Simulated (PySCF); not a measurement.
Structure problem from calculated spectra and properties.

Formula: C4H5F3O4Si.

| Item | Value |
| --- | --- |
| 13C NMR | chemical shifts (computed TMS as zero) by class: 165.9 (1 C), 164.7 (1 C), 131.5 (1 C), 64.0 (1 C) ppm [GIAO PBE0/pcSseg-1] |
| 1H NMR | chemical shifts (computed TMS as zero) by class: 5.01 (2 H), 4.99 (3 H) ppm [GIAO PBE0/pcSseg-1] |
| Rotational structure | rotational constants A, B, C: 1.922, 0.335, 0.331 GHz [GFN2-xTB] |
| Dipole | 1.35 D [PBE0/pcSseg-1] |
| NMR, other nuclei | isotropic shieldings of nuclei other than C and H, by class: -112 (1 O), -89 (1 O), 142 (1 O), 149 (1 O), 260 (3 F), 383 (1 Si) ppm [GIAO PBE0/pcSseg-1] |

The electronic properties come from PySCF, for the isolated species, density fitting. Levels stand in brackets. One conformer (not necessarily the lowest) at the GFN2-xTB geometry, without solvent, vibrations or thermal averaging. NMR values are class means; diastereotopic atoms form classes of their own.

Task: Give a SMILES that accounts for the data.

Result: Numbering: `[O:1]=[C:2]([O:3][SiH3:4])[C:5](=[O:6])[O:7][CH2:8][C:9]([F:10])([F:11])[F:12]`. Its formula, C4H5F3O4Si, gives 2 degrees of unsaturation: 0 rings and 2 π bonds in the structure found. 4 carbons fall into 4 classes; from least to most shielded: ester carbonyl carbon [C5] (165.9 ppm), carbonyl carbon [C2] (164.7 ppm), CF3 carbon [C9] (131.5 ppm), sp3 carbon bound to oxygen [C8] (64.0 ppm). Hydrogen classes from least to most shielded: 2 H on an sp3 carbon bound to oxygen, C8 (5.01 ppm, a mean of values up to 1.7 ppm apart in this geometry), 3 H on an oxygen-bound silicon, Si4 (4.99 ppm). The other shieldings belong to: -112 ppm, carbonyl oxygen [O1]; -89 ppm, ester carbonyl oxygen [O6]; 142 ppm, ester single-bonded oxygen [O7]; 149 ppm, oxygen singly bound to a carbonyl carbon [O3]; 260 ppm, fluorine of a CF3 group [F10/F11/F12]; 383 ppm, oxygen-bound silicon [Si4]. The optimised geometry has point group C1 and is an asymmetric top. Structure: `O=C(O[SiH3])C(=O)OCC(F)(F)F`. The assignments are read from this structure; whether some other isomer fits the data as well wasn't checked.
